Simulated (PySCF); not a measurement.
C4H7FSi, SMILES F[C@@H]1CC=C1[SiH3].

The structure is a stationary point at TPSSh-D3(BJ)/def2-SVP. The structure was generated by enumeration; whether it is a known compound was not checked.

Two levels are set side by side: PBE/def2-TZVP (PySCF) and PBE0/def2-TZVP (PySCF). Same geometry, gas phase. Differences are taken from unrounded values.

| quantity | PBE0 |
|---|---|
| orbital gap (eV) | 7.01 |
| highest occupied level (eV) | -7.74 |
| lowest empty level (eV) | -0.73 |
| dipole moment (D) | 2.00 |
| mean polarisability (bohr³) | 73.0 |

What does PBE give, and how far is it from PBE0? (An estimate is asked for; the answer gives what the named calculation found.)


```tsv
quantity	PBE	PBE minus PBE0
orbital gap (eV)	4.90	-2.11
highest occupied level (eV)	-6.62	1.12
lowest empty level (eV)	-1.72	-0.99
dipole moment (D)	1.88	-0.12
mean polarisability (bohr³)	75.7	2.7
```

Without exact exchange PBE keeps part of each electron's self-repulsion, which lifts occupied levels and narrows the gap. Loosely held outer electrons make PBE densities more polarisable. Differences between two approximate levels are no errors against the true value.

Rough cost on one machine, each run with all the roots and properties that it gave: PBE0 against PBE within a factor of 2.
